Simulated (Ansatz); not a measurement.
`[AlH2][S][SiH3]` + `C[O][In]([OH])[OH]` → `C[O][In]([OH])[O][SiH3]` + `[AlH2][SH]`  (ligand exchange at the Si–S bond)

Isolated molecules relaxed with PBE0-D4/def2-TZVP in Ansatz; ΔE leaves out vibrations. CCSD(T)/CBS adds triple-zeta CCSD(T) − MP2 to the extrapolated MP2 energy (def2 sets, frozen cores). This one scheme is used for every species. DFT in def2-TZVPP. B3LYP here is the variant with VWN-RPA as its local correlation; programs differ in this. Elements past krypton have def2 core potentials. For In outer-core shells are correlated without core-valence functions, which leaves a few kJ/mol of doubt a bond. One conformer a species, not always the lowest.

```json
{"level": "B3LYP-D4", "ΔE (kJ/mol)": "-42.9"}
{"level": "MP2/def2-TZVPP", "ΔE (kJ/mol)": "-41.7"}
```

What does CCSD(T)/CBS give? (Best estimate.)

The calculation gave: -41.8 kJ/mol. The listed levels differ from it by -1.1, 0.1 kJ/mol.

Largest T1 diagnostic among the species: 0.017.

In def2-TZVPP, CCSD(T) changes the Hartree–Fock value by +14.7 kJ/mol (the triples alone add +2.8 kJ/mol) and MP2 by +18.7 kJ/mol. From PBE to PBE0 (25 % exact exchange), in def2-TZVPP and without D4, ΔE moves by −5.0 kJ/mol.
